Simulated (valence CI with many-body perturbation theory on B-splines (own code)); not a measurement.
## Energy levels of Rb XXIV

Computed by configuration interaction combined with many-body perturbation theory (CI+MBPT): four valence electrons over a frozen Dirac-Fock core [Ne], radial functions for each j: 9 s, 9 p, 8 d, 6 f, 3 g, 1 h, with the one-electron correlation potential Σ1, the two-electron term Σ2, the three-electron term Σ3, Breit, model QED; selected CI, second order for the rest, scaled by the run's own slope (own B-spline code, finite nucleus).

No measured levels were compared; by estimate levels of excited configurations hold to 0.05 to 0.15 % of their energy, terms of the ground configuration to about 0.5 %.

Levels 1 to 37 of 37, with energies above the lowest level, 3s2 3p2 3P_0. "Leading %" is the weight of the configuration and term that name the level; weights of strongly mixed levels are sums over their largest components and can fall short, so below about 35 % the name and the second component can differ from the true leading terms, or belong to a minority configuration. In the jj column 3d3/2^4 stands for four electrons in 3d with j = 3/2.

```csv
No.,Configuration,Term,J,E (eV),Leading %,Leading jj,g,Second component
1,3s2 3p2,3P,0,0.00,83,3s^2 3p1/2^2 (93 %),,15 % 3s2 3p2 1S
2,3s2 3p2,3P,1,9.92,98,3s^2 3p1/2 3p3/2 (98 %),1.499,
3,3s2 3p2,3P,2,13.35,56,3s^2 3p1/2 3p3/2 (92 %),1.284,42 % 3s2 3p2 1D
4,3s2 3p2,1D,2,26.16,56,3s^2 3p3/2^2 (92 %),1.212,42 % 3s2 3p2 3P
5,3s2 3p2,1S,0,35.07,82,3s^2 3p3/2^2 (92 %),,15 % 3s2 3p2 3P
6,3s 3p3,5S°,2,62.21,84,3s 3p1/2^2 3p3/2 (57 %),1.915,12 % 3s 3p3 3P°
7,3s 3p3,3D°,1,75.71,66,3s 3p1/2^2 3p3/2 (59 %),0.717,16 % 3s 3p3 3P°
8,3s 3p3,3D°,2,77.28,64,3s 3p1/2 3p3/2^2 (64 %),1.289,14 % 3s 3p3 3P°
9,3s 3p3,3D°,3,81.09,88,3s 3p1/2 3p3/2^2 (88 %),1.330,10 % 3s2 3p 3d 3D°
10,3s 3p3,3P°,0,89.09,90,3s 3p1/2 3p3/2^2 (90 %),,9 % 3s2 3p 3d 3P°
11,3s 3p3,1D°,2,89.88,28,3s 3p1/2 3p3/2^2 (44 %),1.179,22 % 3s 3p3 3P°
12,3s 3p3,3P°,1,90.39,68,3s 3p1/2 3p3/2^2 (69 %),1.338,15 % 3s 3p3 3D°
13,3s 3p3,3P°,2,98.42,33,3s 3p3/2^3 (46 %),1.139,24 % 3s2 3p 3d 3F°
14,3s2 3p 3d,3F°,2,103.16,65,3s^2 3p1/2 3d3/2 (40 %),0.818,18 % 3s 3p3 1D°
15,3s 3p3,3S°,1,103.40,56,3s 3p1/2 3p3/2^2 (65 %),1.589,32 % 3s 3p3 1P°
16,3s2 3p 3d,3F°,3,106.51,90,3s^2 3p1/2 3d5/2 (68 %),1.092,
17,3s2 3p 3d,3P°,2,113.98,49,3s^2 3p1/2 3d5/2 (74 %),1.302,20 % 3s2 3p 3d 3D°
18,3s2 3p 3d,3D°,1,114.57,35,3s^2 3p1/2 3d3/2 (75 %),0.943,27 % 3s2 3p 3d 3P°
19,3s2 3p 3d,3F°,4,115.40,98,3s^2 3p3/2 3d5/2 (98 %),1.248,
20,3s 3p3,1P°,1,117.28,41,3s 3p3/2^3 (44 %),1.189,29 % 3s 3p3 3S°
21,3s2 3p 3d,3D°,2,123.29,39,3s^2 3p3/2 3d3/2 (62 %),1.056,29 % 3s2 3p 3d 1D°
22,3s2 3p 3d,3P°,0,124.24,89,3s^2 3p3/2 3d3/2 (89 %),,9 % 3s 3p3 3P°
23,3s2 3p 3d,3D°,3,124.76,74,3s^2 3p3/2 3d5/2 (38 %),1.285,8 % 3s2 3p 3d 1F°
24,3s2 3p 3d,3P°,1,125.80,59,3s^2 3p3/2 3d3/2 (67 %),1.235,20 % 3s2 3p 3d 3D°
25,3s2 3p 3d,3P°,2,127.57,38,3s^2 3p3/2 3d5/2 (62 %),1.286,25 % 3s2 3p 3d 3D°
26,3s2 3p 3d,1F°,3,134.69,86,3s^2 3p3/2 3d5/2 (53 %),1.035,10 % 3s2 3p 3d 3D°
27,3s2 3p 3d,1P°,1,138.88,75,3s^2 3p3/2 3d5/2 (70 %),0.975,11 % 3s 3p3 1P°
28,3p4,3P,2,148.58,43,3p1/2^2 3p3/2^2 (56 %),1.375,27 % 3s 3p2 3d 3P
29,3s 3p2 3d,5F,1,151.25,83,3s 3p1/2^2 3d3/2 (64 %),0.160,6 % 3s 3p2 3d 3D
30,3s 3p2 3d,5F,2,153.18,75,3s 3p1/2 3p3/2 3d3/2 (31 %),1.091,12 % 3s 3p2 3d 5D
31,3s 3p2 3d,5F,3,155.97,68,3s 3p1/2^2 3d5/2 (42 %),1.319,23 % 3s 3p2 3d 5D
32,3p4,3P,0,157.05,38,3p1/2^2 3p3/2^2 (46 %),,26 % 3s 3p2 3d 3P
33,3s 3p2 3d,3P,1,158.43,35,3s 3p1/2 3p3/2 3d3/2 (46 %),1.403,34 % 3p4 3P
34,3s 3p2 3d,5D,2,160.78,29,3s 3p1/2 3p3/2 3d3/2 (53 %),1.189,22 % 3p4 1D
35,3s 3p2 3d,5F,4,160.93,83,3s 3p1/2 3p3/2 3d5/2 (77 %),1.364,15 % 3s 3p2 3d 5D
36,3s 3p2 3d,5D,0,161.51,84,3s 3p1/2 3p3/2 3d3/2 (71 %),,8 % 3p4 3P
37,3s 3p2 3d,5D,3,162.15,40,3s 3p1/2 3p3/2 3d3/2 (54 %),1.342,23 % 3s 3p2 3d 5F
```

Names give the largest LS component (configuration and term), which can be under half, so a name can repeat, a term be missing and a line seem to break the LS rules; names also repeat where a configuration has a term twice.

The ionisation energy to 3s2 3p 2P°_1/2 of the next ion comes out as 1079.3 eV (NIST: 1080 ± 3 eV (semi-empirical)). All 37 levels together are meant to be complete up to 162.21 eV.
